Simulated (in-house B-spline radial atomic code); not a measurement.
**Solving the quasi-particle equation for 4f of Ta⁵⁺**

Configuration [Xe] 4f14, start Hartree-Fock; correlation leaves out the 8 deepest shells. Computed with an all-electron radial atomic-structure program (B-spline basis): all electrons, scalar-relativistic (spin-free one-electron X2C), finite nucleus, each spin shell either full or empty, empty states to l = 9 with an (l + 1/2)⁻⁴ tail; G0W0 by contour deformation at full frequency.

At the mean-field level ε = -98.101 eV the matrix elements are Σx = -87.932 eV, v_xc = -87.932 eV and Σc(ε) = 3.443 eV, and the slope of the correlation self-energy is dΣc/dω = -0.0468. The quasi-particle energy solves E = ε + Σx − v_xc + Σc(E).

(1) What does the linearised equation give?

(2) How does that compare with the full solution and with static screening?

## Answers

(1) Z = 1/(1 − dΣc/dω) = 1/1.0468 = 0.9553. The first-order shift is Σx − v_xc + Σc(ε) = -87.932 − (-87.932) + (3.443) = 3.443 eV, so E ≈ ε + Z × shift = -98.101 + 0.9553 × (3.443) = -94.812 eV.

(2) Solving the equation at full frequency dependence gives E = -94.809 eV, where Σc = 3.292 eV and the weight is 0.957; the linearised value is off by 3 meV. Leaving Z out would give -94.658 eV. Static COHSEX puts -1.847 eV in place of Σc and gives -99.948 eV, 5.14 eV deeper.
